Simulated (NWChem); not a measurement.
System: morpholine (C$_{4}$H$_{9}$NO); SMILES C1COCCN1

The following NWChem deck was run.

```
start job
memory heap 200 mb stack 900 mb global 1100 mb
geometry units angstroms noautoz
  C     -0.222829     0.713599     1.204993
  C      0.222832    -0.747761     1.174408
  O     -0.244589    -1.400913     0.000000
  C      0.222832    -0.747761    -1.174408
  C     -0.222829     0.713599    -1.204993
  N      0.282219     1.375888     0.000000
  H     -1.326701     0.741341     1.281769
  H      0.191601     1.210316     2.090639
  H      1.323258    -0.794594     1.221310
  H     -0.192015    -1.302704     2.021470
  H      1.323258    -0.794594    -1.221310
  H     -0.192015    -1.302704    -2.021470
  H      0.191601     1.210316    -2.090639
  H     -1.326701     0.741341    -1.281769
  H      0.012177     2.356651     0.000000
end
basis spherical
  * library def2-svp
end
dft
  xc xcamb88 1.00 lyp 1.0 hfexch 1.00
  cam 0.33 cam_alpha 0.0 cam_beta 1.0
  iterations 150
  mulliken
end
task dft energy
```

NWChem printed, in part:

```
             Northwest Computational Chemistry Package (NWChem) 7.3.0
             --------------------------------------------------------

 CS  symmetry detected

                             Geometry "geometry" -> ""
                             -------------------------

 Output coordinates in angstroms (scale by  1.889725989 to convert to a.u.)

  No.       Tag          Charge          X              Y              Z
 ---- ---------------- ---------- -------------- -------------- --------------
    1 C                    6.0000    -0.22333507    -0.71193980     1.20499300
    2 C                    6.0000     0.22236747     0.74940753     1.17440800
    3 O                    8.0000    -0.24503496     1.40257282     0.00000000
    4 C                    6.0000     0.22236747     0.74940753    -1.17440800
    5 C                    6.0000    -0.22333507    -0.71193980    -1.20499300
    6 N                    7.0000     0.28169410    -1.37424315     0.00000000
    7 H                    1.0000    -1.32720786    -0.73965042     1.28176900
    8 H                    1.0000     0.19108081    -1.20866858     2.09063900
    9 H                    1.0000     1.32279480     0.79620925     1.22131000
   10 H                    1.0000    -0.19246375     1.30436233     2.02147000
   11 H                    1.0000     1.32279480     0.79620925    -1.22131000
   12 H                    1.0000    -0.19246375     1.30436233    -2.02147000
   13 H                    1.0000     0.19108081    -1.20866858    -2.09063900
   14 H                    1.0000    -1.32720786    -0.73965042    -1.28176900
   15 H                    1.0000     0.01162422    -2.35499848     0.00000000

 Effective nuclear repulsion energy (a.u.)     262.8371155731

      Symmetry information
      --------------------

 Group name             Cs
 Group number              2
 Group order               2
 No. of unique centers     9

                                 NWChem DFT Module
                                 -----------------

 Summary of "ao basis" -> "ao basis" (spherical)
 ------------------------------------------------------------------------------
       Tag                 Description            Shells   Functions and Types
 ---------------- ------------------------------  ------  ---------------------
 C                          def2-svp                 6       14   3s2p1d
 O                          def2-svp                 6       14   3s2p1d
 N                          def2-svp                 6       14   3s2p1d
 H                          def2-svp                 3        5   2s1p

      Symmetry analysis of basis
      --------------------------

        a'         72
        a"         57

            General Information
            -------------------
          SCF calculation type: DFT
          Wavefunction type:  closed shell.
          No. of atoms     :    15
          No. of electrons :    48
           Alpha electrons :    24
            Beta electrons :    24
          Charge           :     0
          Spin multiplicity:     1
          Use of symmetry is: on ; symmetry adaption is: on
          Maximum number of iterations: 150
          AO basis - number of functions:   129
                     number of shells:    63
          Convergence on energy requested:  1.00D-06
          Convergence on density requested:  1.00D-05
          Convergence on gradient requested:  5.00D-04

              XC Information
              --------------
                     Hartree-Fock (Exact) Exchange  1.000
                   CAM-Becke88 Exchange Functional  1.000
              Lee-Yang-Parr Correlation Functional  1.000

           Range-Separation Parameters
           ---------------------------
           Alpha           :  0.00
           Beta            :  1.00
           Gamma           :  0.33
           Short-Range HF  :     F

             Grid Information
             ----------------
          Grid used for XC integration:  medium
          Radial quadrature: Mura-Knowles
          Angular quadrature: Lebedev.
          Tag              B.-S. Rad. Rad. Pts. Rad. Cut. Ang. Pts.
          ---              ---------- --------- --------- ---------
          C                   0.70       49          10.0       434
          O                   0.60       49          10.0       434
          N                   0.65       49          10.0       434
          H                   0.35       45          12.0       434
          Grid pruning is: on
          Number of quadrature shells:   421
          Spatial weights used:  Erf1

      Superposition of Atomic Density Guess
      -------------------------------------

 Sum of atomic energies:        -283.92808865

      Non-variational initial energy
      ------------------------------

 Total energy =    -287.934591
 1-e energy   =    -904.792154
 2-e energy   =     354.020447
 HOMO         =      -0.279990
 LUMO         =       0.096146

      Symmetry analysis of molecular orbitals - initial
      -------------------------------------------------

  Numbering of irreducible representations:

     1 a'          2 a"

  Orbital symmetries:

     1 a'          2 a'          3 a'          4 a"          5 a'
     6 a"          7 a'          8 a'          9 a"         10 a'
    11 a"         12 a'         13 a'         14 a"         15 a'
    16 a"         17 a'         18 a'         19 a"         20 a"
    21 a"         22 a'         23 a'         24 a'         25 a'
    26 a'         27 a'         28 a"         29 a'         30 a"
    31 a'         32 a"         33 a'         34 a"

     ---------------------------------------------
      Total Density - Mulliken Population Analysis
     ---------------------------------------------

[...]
```

Level: LC-BLYP (range parameter 0.33 per bohr)/def2-SVP. Geometry: optimised at B3LYP/6-31G* (spherical d).
